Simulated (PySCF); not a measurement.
## Correlation energy of Hg⁺ (mercury, charge +1)

[Xe] 4f14 5d10 6s1, 2S determinant. All numbers are calculated (PySCF 2.14, scalar relativity through the core potential, in aug-cc-pwCVDZ-PP with ECP60MDF (6s6p5d3f, 70 functions)). Frozen: 5s2 5p6; 11 electrons correlated.

```json
{"level": "CCSD", "correlation energy (mhartree)": "-324.50"}
{"level": "(T)", "correlation energy (mhartree)": "-7.02"}
{"level": "CCSD(T)", "correlation energy (mhartree)": "-331.52"}
```

Diagnostics: T1 = 0.0082, D1 = 0.0351, largest double amplitude 0.016.

Problem. Is a single reference adequate?

Solution. Yes, within this model without spin-orbit coupling: T1 lies below 0.03 and no double amplitude reaches 0.07.
